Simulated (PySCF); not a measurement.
## Electronic absorption of C4H6F3NO

Species: C4H6F3NO.
SMILES: `C=N[C@H](OC)C(F)(F)F`

Method: PySCF, TDDFT B3LYP/def2-SVPD, vertical, gas phase, core orbitals frozen in the response. Isolated species at its GFN2-xTB geometry (one conformer only). Torsions of this conformer, `[CH2:1]=[N:2][C@H:3]([O:4][CH3:5])[C:6]([F:7])([F:8])[F:9]`: C1–N2–C3–O4 20°, N2–C3–O4–C5 83°, N2–C3–C6–F7 63°.

Problem. What does the calculation give for the low-lying excited states?

Solution. 

| state | E (eV) | E (kJ/mol) | λ (nm) | f | main configurations (H = HOMO, L = LUMO) |
| --- | --- | --- | --- | --- | --- |
| S1 | 4.69 | 452 | 264.5 | 0.0007 | H→L (98%) |
| S2 | 6.20 | 598 | 199.9 | 0.0054 | H-1→L (98%) |
| S3 | 6.86 | 662 | 180.7 | 0.0003 | H→L+1 (97%) |
| S4 | 7.55 | 729 | 164.1 | 0.070 | H-2→L (45%), H-3→L (27%), H→L+2 (18%) |
| S5 | 7.66 | 739 | 161.8 | 0.028 | H→L+2 (42%), H→L+3 (27%), H-3→L (16%) |
| S6 | 7.71 | 744 | 160.9 | 0.021 | H→L+3 (62%), H→L+2 (30%) |
| S7 | 7.85 | 757 | 158.0 | 0.0064 | H-1→L+1 (83%) |
| S8 | 7.99 | 771 | 155.2 | 0.133 | H-3→L (52%), H-2→L (34%) |

Triplets, Tamm–Dancoff:

| state | E (eV) | λ (nm) | main configurations (H = HOMO, L = LUMO) |
| --- | --- | --- | --- |
| T1 | 3.98 | 311.2 | H→L (94%) |
| T2 | 5.07 | 244.8 | H-2→L (84%) |
| T3 | 6.05 | 204.9 | H-1→L (89%) |

The lowest singlet comes at 265 nm (452 kJ/mol) in the ultraviolet; it is very weak; its leading configuration is HOMO→LUMO (98%). The most intense listed level is S8 at 7.99 eV (155 nm, f = 0.133), 3.30 eV above S1. It is the last of those listed, so stronger ones may follow. Löwdin shares by element: HOMO nitrogen 50%, carbon 17% or more, oxygen 17% (atoms not listed hold the other 16%); LUMO carbon 40% or more, nitrogen 34%, hydrogen 14% or more. Orbital energies (eV): HOMO-3 -10.11, HOMO-2 -9.34, HOMO-1 -8.58, HOMO -7.53, LUMO -1.31, LUMO+1 0.24, LUMO+2 0.96. Of the 8 states listed, 4 reach f = 0.01 and 1 stays under 0.0005. Weighted by f, the mean energy of these states is 7.77 eV. No computed singlet lies in the visible range (380 to 750 nm); the lowest, at 265 nm, stands 1.42 eV above its violet end (3.26 eV). Only the lowest 8 singlets were computed, as vertical energies without vibronic structure.
